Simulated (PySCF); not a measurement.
**How methods differ on the excitation energy of Sm²⁺**

Sm²⁺ [Xe] 4f6 (7F) → Sm²⁺ [Xe] 4f5 6p1 (high-spin determinant), as a difference of total energies. Calculation: PySCF 2.14, in x2c-TZVPPall with one added diffuse shell each of s, p, d, f type (12s8p8d5f2g, 129 functions); the spin-free X2C one-electron Hamiltonian (Gaussian nucleus). Correlated levels: valence: [Kr] 4d10 frozen; valence and next inner shell: [Ar] 3d10 frozen. The calculations carry no spin-orbit coupling.

```
                                method  excitation energy (eV)
                                   UHF                   7.235
                                   LDA                  10.129
                                   PBE                   9.672
                                  PBE0                   9.277
                                r2SCAN                   9.358
                         MP2 (valence)                   8.987
                     SCS-MP2 (valence)                   8.178
    MP2 (valence and next inner shell)                   9.321
SCS-MP2 (valence and next inner shell)                   8.514
```

Question: How much does correlation contribute at MP2 (valence and next inner shell)?

Answer: 9.321 − (7.235) = 2.086 eV, measured against UHF.

A first-order spin-orbit estimate (lowest level to lowest level, LS coupling) adds -0.327 eV.

The determinant of the upper state mixes LS terms, which raises its energy above the lowest term, most at the Hartree-Fock and MP2 levels.
